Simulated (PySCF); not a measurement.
**CuF⁻: a composite coupled-cluster calculation**

State: ²Σ⁺, doublet, unpaired electrons σ ↑. De refers to Cu (3d10 4s1) + F⁻. ROHF-based CCSD(T) in PySCF 2.14 with Cu aug-cc-pVDZ-PP with ECP10, F aug-cc-pVDZ and Cu aug-cc-pVTZ-PP with ECP10, F aug-cc-pVTZ (frozen core orbitals: 5; scalar-relativistic core potentials). Correlation energies are extrapolated as n⁻³ (n = 2, 3), Hartree–Fock as (n+1)·exp(−9√n).

```tsv
Level	Re (Å)	ωe (cm⁻¹)	ωexe (cm⁻¹)	αe (cm⁻¹)	De (eV)
CCSD(T)/DZ	1.8421	476.9	4.13	0.00392	2.074
CCSD(T)/TZ	1.8245	490.7	4.56	0.00409	2.106
HF/CBS	1.8923	435.5	4.27	0.00393	1.809
MP2/CBS	1.8008	492.3	4.67	0.00436	1.967
CCSD/CBS	1.8321	481.6	4.51	0.00407	2.019
CCSD(T)/CBS	1.8209	494.1	4.64	0.00413	2.109
```

Question: How much is left between CCSD(T)/TZ and the basis-set limit, and how much do the triples give at the limit?

Answer: CCSD(T)/CBS less CCSD(T)/TZ: -3.6 mÅ in Re, +3.4 cm⁻¹ in ωe and +0.003 eV in De. CCSD(T)/CBS less CCSD/CBS: -11.2 mÅ in Re, +12.5 cm⁻¹ in ωe and +0.090 eV in De.

The T1 diagnostic is 0.057, large enough to doubt a single reference. The state was picked by a PBE0 search and need not be the measured ground state. Spin–orbit coupling, excitations beyond (T) and corrections to the Born–Oppenheimer picture are left out.

The whole job (state search and all basis sets along the bond) took about 51 min on 4 threads of Arm Neoverse V1 (shared host), peak memory 15 GiB.
